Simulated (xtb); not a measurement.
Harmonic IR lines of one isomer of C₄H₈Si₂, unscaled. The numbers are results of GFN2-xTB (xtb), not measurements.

wavenumber (cm⁻¹): 475 (w), 520 (w), 535 (w), 583 (w), 607 (m), 732 (vw), 753 (m), 781 (vs), 793 (m), 806 (w), 864 (w), 1060 (w), 2226 (m), 2234 (m), 2245 (vs), 2261 (m), 3042 (w), 3082 (w), 3090 (w)

**Question.** Say which structure gives these lines.
A) `[SiH3][SiH]1C=CC=C1`
B) `[SiH3]C1=C[SiH2]C=C1`
C) `[SiH3]C1=CC=C[SiH2]1`

**Answer.** B, `[SiH3]C1=C[SiH2]C=C1`
